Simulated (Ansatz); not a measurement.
Born–Oppenheimer molecular dynamics of O$_{4}$Ru (5 atoms, charge 0, multiplicity 1). It starts from a relaxed structure.

The calculation used RKS B3LYP/def2-SVP in Ansatz.

```
ensemble        : NVT, Nosé–Hoover chain
time step       : 1 fs
steps asked     : 150
set temperature : 700 K
thermostat      : time constant 300 fs, chain length 1
seed            : 803511
```

First frame:

```xyz
5
Properties=species:S:1:pos:R:3
O -0.848 -0.289 1.420
Ru 0.000 0.000 0.000
O 1.413 -0.907 -0.003
O -0.947 -0.435 -1.316
O 0.383 1.631 -0.101
```

Task: How far do the bonds stretch over the last three quarters of this one trajectory? (Pairs bonded in most of those frames.)

Result: 
```tsv
bond	mean (Å)	spread (Å)	shortest	longest
O1–Ru2	1.686	0.020	1.65	1.71
Ru2–O3	1.680	0.018	1.65	1.71
Ru2–O4	1.679	0.008	1.67	1.69
Ru2–O5	1.681	0.013	1.66	1.70
```

Mean temperature of the second half: 388 K. The conserved energy stayed within 0.13 meV per atom of its start (net change 0.03 meV per atom), so the integration is sound. The mean temperature of the second half is 45 % below the set value. A run of 0.15 ps of so small a system gives no equilibrium averages.

Run time: 8.9 min on 1 thread of Arm Neoverse V2 (shared host), peak memory 0.17 GiB.
